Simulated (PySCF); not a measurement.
## C₆ coefficients of unlike pairs at UHF

Calculated with PySCF 2.14 from the dipole response of each species, C₆(A,B) = (3/π) ∫ α_A(iu) α_B(iu) du, in atomic units, from isotropic polarisabilities. For ions this is the dispersion term alone; charge-induced terms of lower order in 1/R come first.

```tsv
species	configuration	basis	relativity	α (bohr³)	C₆ (like pair)
I⁺	[Kr] 4d10 5s2 5p4 (3P)	x2c-QZVPPall with one added diffuse shell each of s, p, d, f type (14s10p8d5f1g)	spin-free X2C	20.06	174.4
As³⁺	[Ar] 3d10 4s2 (1S)	x2c-TZVPPall with one added diffuse shell each of s, p, d type (7s6p5d1f)	spin-free X2C	7.701	23.95
As⁻	[Ar] 3d10 4s2 4p4 (3P)	aug-cc-pVTZ-PP with one added diffuse shell each of s, d, f type with ECP10MDF (7s5p5d3f)	core potential	116.9	1364
Nb	[Kr] 4d4 5s1 (6D)	def2-TZVPPD with the def2 core potential (28 electrons) (6s4p3d2f1g)	core potential	126.6	1440
```

Task: Estimate C₆ for Nb with I⁺.

Result: The integral gives 411.0. The combination rule 2 C_A C_B / (C_A α_B/α_A + C_B α_A/α_B) gives 377.9 and the geometric mean 501.1.

No spin-orbit coupling is included.

The other pairs:

| pair | C₆ |
| --- | --- |
| As⁻, As³⁺ | 159.7 |
| Nb, As³⁺ | 155.1 |
| As⁻, I⁺ | 423.2 |
| Nb, As⁻ | 1389 |
| As³⁺, I⁺ | 64.52 |
